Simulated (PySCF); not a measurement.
La⁺: ionisation energy

La⁺ [Xe] 5d2 (3F) → La²⁺ [Xe] 5d1 (2D), as a difference of total energies. Computed with PySCF 2.14 in cc-pwCVTZ-X2C (12s11p9d7f4g1h, 186 functions), with the spin-free X2C one-electron Hamiltonian (Gaussian nucleus). Correlated levels: valence: [Kr] 4d10 frozen; valence and next inner shell: [Ar] 3d10 frozen. The calculations carry no spin-orbit coupling.

```
                                method  ionisation energy (eV)
                                   UHF                  10.435
                                   LDA                  11.451
                                   PBE                  11.426
                                  PBE0                  11.340
                                r2SCAN                  11.370
                         MP2 (valence)                  10.993
                     SCS-MP2 (valence)                  10.888
    MP2 (valence and next inner shell)                  10.948
SCS-MP2 (valence and next inner shell)                  10.854
```

Q: How much does correlation contribute at MP2 (valence and next inner shell)?

A: 10.948 − (10.435) = 0.513 eV, measured against UHF.

A first-order spin-orbit estimate (lowest level to lowest level, LS coupling) adds 0.011 eV.

For comparison: 11.185 eV (measured; NIST Atomic Spectra Database, ionization energies).
